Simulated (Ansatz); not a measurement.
`SCCCCc1ccc(/N=N/c2ccccc2)cc1`. The state is a singlet with charge 0. Geometry PBE-D4/def2-SVP, basis def2-TZVP, Ansatz.

```tsv
run	HOMO (eV)	LUMO (eV)
A	-5.03	-3.10
B	-5.40	-3.14
C	-6.00	-2.85
D	-5.11	-3.20
E	-8.46	-0.49
F	-6.50	-2.43
```

Single mean-field runs in def2-TZVP are fitted with def2-universal-jkfit.

Problem. The runs used PBE, PBE0, r2SCAN, r2SCANh, revPBE, ωB97X-V. Estimate which is which.

Solution. A revPBE (0 % exact exchange); B r2SCAN (0 % exact exchange); C r2SCANh (10 % exact exchange); D PBE (0 % exact exchange); E ωB97X-V (range-separated); F PBE0 (25 % exact exchange). Exact exchange lowers occupied and raises empty levels; among semilocal functionals meta-GGAs tend to open the gap a little, and such runs are hard to tell apart. The gap grows from 1.91 eV (PBE) to 7.97 eV (ωB97X-V).
